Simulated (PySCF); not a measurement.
Lowest singlet excitation (eV) of eight silicon and germanium compounds: TDA-PBE beside TDA-PBE0, computed with PySCF for isolated molecules in the bases named; differences from unrounded values. The eight are the first of their class met in an unordered collection, after screening for sound electronic states; none was chosen by its value. Each molecule has one DFT geometry for both levels.

| molecule | basis | TDA-PBE0 | TDA-PBE | difference |
|---|---|---|---|---|
| CH7NOSi3, SMILES O[Si@H]1N=C([SiH3])[SiH2]1 | def2-SVPD | 3.13 | (withheld) | (withheld) |
| CH₉NSi₂, SMILES [SiH3]N([SiH3])C | def2-SVPD | 5.73 | (withheld) | (withheld) |
| B(OH)(SiH3)2 (BH7OSi2), SMILES [SiH3]B(O)[SiH3] | def2-SVPD | 4.11 | 3.90 | -0.21 |
| CH11NSi4, SMILES [SiH2]1C[SiH2][SiH]1[SiH2]N | def2-SVPD | 5.45 | 4.73 | -0.72 |
| C2H7ClSi3, SMILES [SiH2]1[SiH2][Si@H](C1=C)Cl | def2-SVPD | 4.08 | (withheld) | (withheld) |
| C2H5ClOSi, SMILES C=C[Si@H](O)Cl | def2-SVPD | 6.27 | 5.49 | -0.78 |
| ClF₃H₂OSi₂, SMILES O([Si](F)(F)F)[SiH2]Cl | def2-SVPD | 7.63 | 6.74 | -0.89 |
| C2H9NOSi2, SMILES CN1C[Si@@H](O)[SiH2]1 | def2-SVPD | 4.90 | 4.13 | -0.77 |

### Question
Complete the blanks. (An estimate is asked for; the answer gives what the named calculation found.)

### Answer

- C2H7ClSi3, SMILES [SiH2]1[SiH2][Si@H](C1=C)Cl, TDA-PBE: 3.55
- C2H7ClSi3, SMILES [SiH2]1[SiH2][Si@H](C1=C)Cl, difference: -0.53
- CH7NOSi3, SMILES O[Si@H]1N=C([SiH3])[SiH2]1, TDA-PBE: 2.98
- CH7NOSi3, SMILES O[Si@H]1N=C([SiH3])[SiH2]1, difference: -0.15
- CH₉NSi₂, SMILES [SiH3]N([SiH3])C, TDA-PBE: 5.05
- CH₉NSi₂, SMILES [SiH3]N([SiH3])C, difference: -0.67

TDA-PBE lies below TDA-PBE0 in 8 and above it in 0 of the eight; the mean signed difference is -0.59 and the largest -0.89 eV.
